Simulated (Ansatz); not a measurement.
```xyz
3

Si   -0.0006   -0.0007   -0.1345
H    -0.0005    1.0967    0.9384
H    -0.0003   -1.0967    0.9383
```

Basis set: cc-pVTZ (spherical functions). Frozen core: 5 orbitals. Charge 0, multiplicity 1.

Computed with Ansatz (development build ahead of 0.2.0); each method stands on the lowest determinant of its kind that the runs found. Restricted open shells among the atoms or ions are ROHF, correlated in semicanonical orbitals with singles.

(1) Give the atomization energy at this shape (free ground-state atoms in the same class of orbitals less the molecule, no zero-point energy) of singlet SiH₂ by RHF-MP2, RHF.

## Answers

(1)

```json
{"method": "RHF-MP2", "atomization energy": "596.6 kJ/mol"}
{"method": "RHF", "atomization energy": "468.0 kJ/mol"}
```
